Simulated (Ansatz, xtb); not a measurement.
## Relative energy of two isomers of AlBF2H2

We compare I, `[BH2][Al]([F])[F]`, a singlet, with II, `F[BH][AlH][F]`, a singlet. Both are isolated molecules in the gas phase, relaxed with PBE0-D3(BJ)/pcseg-1, each in the lowest conformer that the search found.

**Question.** Which of the two would you expect CCSD(T)/def2-TZVPP electronic energies to favour?

**Answer.** Structure I; the calculation gives E(II) − E(I) = +62.9 kJ/mol.

Level by level:

| level | geometry | E(II) − E(I) (kJ/mol) | departure from the last row (kJ/mol) | job, with rough time for the two |
| --- | --- | --- | --- | --- |
| PBE0-D3(BJ)/pcseg-1 | PBE0-D3(BJ)/pcseg-1 | +45.0 | −17.9 | optimisation, 83 s |
| HF/def2-TZVPP | PBE0-D3(BJ)/pcseg-1 | +62.5 | −0.3 | part of the CCSD(T) run |
| MP2/def2-TZVPP | PBE0-D3(BJ)/pcseg-1 | +68.1 | +5.2 | part of the CCSD(T) run |
| CCSD(T)/def2-TZVPP | PBE0-D3(BJ)/pcseg-1 | +62.9 |  | single point, 95 s |

As drawn, II has 1 B–F, 1 Al–H in place of 1 Al–F, 1 B–H.

The levels shown agree on the order. The largest departure from CCSD(T)/def2-TZVPP is that of PBE0-D3(BJ)/pcseg-1, 17.9 kJ/mol. Levels run at GFN2-xTB geometries aren't shown.

With harmonic frequencies from PBE0-D3(BJ)/pcseg-1 (ideal gas, rigid rotor, one conformer each, 298.15 K, 1 atm): on the last row, ΔE + ΔZPE = +60.8 kJ/mol. A mode under 50 cm⁻¹ makes harmonic enthalpies and free energies unreliable, so none is given.

The correlated steps freeze 8 core orbitals. Codes used: Ansatz 0.2.0; the last row on 1 thread of Arm Neoverse V1 on a shared host.
